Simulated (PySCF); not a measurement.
HO2, SMILES [O]O (connectivity only; charge and spin as stated), charge -1, multiplicity 1.

Coordinates come from a B3LYP-D3(BJ)/def2-TZVPD optimisation. The spin state was assumed, not searched. The isomer is the one that the SMILES or the coordinates give; other isomers of the formula were not compared.

Level of theory: PySCF with PBE/def2-TZVPD.

Isolated molecule, no solvent. A positive occupied level means that this level leaves the electron formally unbound; only the finite basis holds it.

Question: Estimate the frontier levels, gap, dipole moment and polarisability. (The exact figures need the calculation; the answer reports its results.)

Answer: 
highest occupied level: 2.75 eV
lowest empty level: 4.28 eV
orbital gap: 1.54 eV
dipole moment about the centre of nuclear charge: 2.95 D
mean static polarisability: 31.1 bohr³ (4.61 Å³)
polarisability, principal values: 27.7, 31.4, 34.2 bohr³
